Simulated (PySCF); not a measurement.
**B2PLYP on Pd (palladium, neutral)**

Configuration: [Kr] 4d9 5p1, one real determinant (an excited configuration). Calculation: PySCF 2.14, in x2c-TZVPPall with one added diffuse shell each of s, p, d, f type (9s7p7d3f1g, 95 functions); the spin-free X2C one-electron Hamiltonian (Gaussian nucleus).

| Quantity | Value |
| --- | --- |
| Total energy, PT2 part included | -5044.57 hartree |
| One-electron energy | -6952.84 hartree |
| Hartree (Coulomb) energy | 2052.98 hartree |
| Exchange-correlation energy | -144.61 hartree |
| PT2 correlation before scaling by 0.27 | -0.35339 hartree |
| ⟨S²⟩ | 2.0011 |
| ⟨L²⟩ | 8.030 |
| Sum of ⟨r⟩ | 33.89 bohr |
| Sum of ⟨r²⟩ | 64.47 bohr² |
| Traceless quadrupole moment −½Σ⟨3z² − r²⟩ along its main axis | -10.8 e·bohr² |
| Langevin diamagnetic susceptibility | -51.1 ×10⁻⁶ cm³/mol |

```csv
shell,electrons,mean orbital energy (eV),spread (eV),"rms radius, mean of both spins (bohr)"
1s α,1,-24318.9,0,0.0365
1s β,1,-24318.9,0,0.0365
2s α,1,-3600.4,0,0.150
2s β,1,-3600.2,0,0.150
2p α,3,-3226.7,0.317,0.133
2p β,3,-3226.5,0.053,0.133
3s α,1,-672.68,0,0.405
3s β,1,-672.55,0,0.405
3p α,3,-547.99,0.596,0.407
3p β,3,-547.83,0.425,0.407
3d α,5,-349.36,0.692,0.390
3d β,5,-349.06,0.531,0.390
4s α,1,-101.89,0,1.01
4s β,1,-100.60,0,1.01
4p α,3,-65.095,1.333,1.12
4p β,3,-63.551,0.537,1.12
4d α,5,-12.293,1.474,1.62
4d β,4,-11.466,0.612,1.62
5p α,1,-2.855,0,5.31
```

⟨L²⟩ = 8.03 against 12 for a pure F term, so this real determinant mixes terms.

Densities and radii are taken from the X2C orbitals without a picture-change correction, which distorts them close to the nucleus.

The orbital energies are those of the SCF part of the double hybrid.
